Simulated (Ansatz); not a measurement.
Geometry optimisation, Ansatz, RKS B3LYP/def2-SVP.

Input file:

```yaml
crystal:
  periodic: [false, false, false]
  atoms:
    - { symbol: Cl, position_ang: [-0.5742, -1.5726, 1.5856] }
    - { symbol: C, position_ang: [0.4746, -0.6644, 0.4781] }
    - { symbol: O, position_ang: [0.1165, -0.8586, -0.833] }
    - { symbol: Ge, position_ang: [-0.2596, 0.8737, -0.3694] }
    - { symbol: H, position_ang: [1.5759, -0.6447, 0.6338] }
    - { symbol: H, position_ang: [-1.8816, 0.961, -0.3938] }
    - { symbol: H, position_ang: [0.6098, 1.8377, -1.1468] }
basis:
  gaussian: { orbitals: def2-SVP }
hamiltonian:
  xc: b3lyp
relax:
  f_tol: 0.02
  max_steps: 50
```

Command:

```bash
$ ansatz run input.yaml --threads 2 --pin off --max-ram 3072MiB --backend cpu --events-out ev --progress --plain --runs-dir out
```

Q: Where does it end, and by what steps?

A: The forces met the threshold. After 5 steps the energy has fallen by 0.260 eV; H5 moved furthest, 0.15 Å.

```
step  energy less start (eV)  largest force component (eV/Å)  accepted
   0                  0.0000                           2.113       yes
   1                 -0.2353                           0.567       yes
   2                 -0.2539                           0.341       yes
   3                 -0.2576                           0.262       yes
   4                 -0.2567                           0.409        no
   5                 -0.2602                           0.019       yes
```

```xyz
7
Properties=species:S:1:pos:R:3
Cl -0.500 -1.620 1.640
C 0.467 -0.671 0.446
O 0.169 -0.868 -0.875
Ge -0.305 0.892 -0.387
H 1.525 -0.735 0.742
H -1.826 1.047 -0.412
H 0.531 1.887 -1.199
```

Whether the end is a true minimum wasn't checked by a vibrational analysis.

Run time: 16 s on 2 threads of Arm Neoverse V1 (shared host), peak memory 0.2 GiB.
